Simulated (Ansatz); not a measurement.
Ideal-gas functions of C2HClF4 (`FC(Cl)C(F)(F)F`) at 400 K and 1 bar, from an Ansatz frequency run at PBE0-D4/def2-TZVP.

Molar mass 136.48 g/mol, point group C1 (symmetry number 1), electronic degeneracy 1, moments of inertia 158.527, 284.372, 349.233 u Å². Harmonic wavenumbers (cm⁻¹, unscaled): 73, 186, 238, 322, 379, 455, 532, 577, 705, 828, 899, 1142, 1182, 1235, 1302, 1316, 1398, 3125.

Use S(trans) = R[1.5 ln M + 2.5 ln T − 1.1517]; rotational temperatures θ = 24.2544 K / I; S(rot) = R[ln(√π/σ · √(T³/θAθBθC)) + 1.5]; for each mode x = 1.438777 ν̃/T, S = R[x/(eˣ − 1) − ln(1 − e⁻ˣ)] and H = RT x/(eˣ − 1); 1 cm⁻¹ = 0.0119627 kJ/mol; R = 8.31446 J/(mol·K).

Task: By hand: the entropy, in J/(mol·K).

Result: Translation 176.3. Rotation: θ = 0.153, 0.0853, 0.0695 K, giving 121.1. Vibration, mode by mode: 19.46, 11.81, 9.86, 7.54, 6.35, 5.09, 4.08, 3.59, 2.50, 1.76, 1.44, 0.71, 0.63, 0.54, 0.44, 0.42, 0.33, 0.00, in all 76.6. Electronic 0.0. Sum 374.0 J/(mol·K).

Task: By hand: H − E and G − E in kJ/mol, counted from the electronic energy.

Result: Zero-point energy ½ × 15894 × 0.0119627 = 95.1; thermal vibration 16.8; translation, rotation and pV give 4 RT = 13.3. H − E = 125.2 kJ/mol, and G − E = 125.2 − 400 × 374.0/1000 = -24.4 kJ/mol.

Vibration gives 20 % of the entropy, 19.5 J/(mol·K) of it from the mode under 150 cm⁻¹: soft modes count most, and the harmonic formula is weakest for them. The sum counts one conformer and one mirror image; others add a mixing term.
